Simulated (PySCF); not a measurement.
**WO(OH) + F₂ → WO₂F + HF**

Level: PBE0 in the def2-TZVP basis family, computed in PySCF with density fitting; scalar-relativistic core potentials for atoms from Rb on, none lighter, no spin–orbit coupling; open shells unrestricted.

| species | state and structure | E (Eh) | ZPE (kJ/mol) | H(298 K) − H(0) (kJ/mol) | S° (J/(mol K)) |
| --- | --- | --- | --- | --- | --- |
| WO(OH) | quartet, Cs, O–H 0.956 Å, W–O 1.702 Å, W–O 1.901 Å; H–O–W 143.9°, O–W–O 147.8° | -218.06115 | 40.7 | 13.2 | 302.4 |
| F₂ | singlet, D∞h, F–F 1.376 Å | -199.40856 | 6.6 | 8.7 | 201.9 |
| WO₂F | doublet, Cs, W–F 1.867 Å, W–O 1.699 Å (×2); F–W–O 119.7° (×2), O–W–O 110.0° | -317.35426 | 20.6 | 14.6 | 317.0 |
| HF | singlet, C∞v, H–F 0.920 Å | -100.39188 | 24.9 | 8.7 | 173.6 |

Problem. What is the electronic reaction energy?

Solution. At PBE0/def2-TZVP, ΔE = -725.8 kJ/mol from the differences of the total energies times 2625.5, downhill. 

Problem. Add zero-point, thermal and entropy terms for 298.15 K and 1 bar.

Solution. ΔZPE = -1.8 and Δ[H(298) − H(0)] = 1.4 kJ/mol give ΔH° = -726.2 kJ/mol. ΔS° = -13.7 J/(mol K), so ΔG° = -726.2 − 298.15 × (-0.0137) = -722 kJ/mol.

Spin–orbit coupling can matter for WO(OH), WO₂F and is left out. Open d or f shells are single determinants, so the state found may not be the ground state. The structures come from searches over a few start shapes, so lower isomers are not excluded.
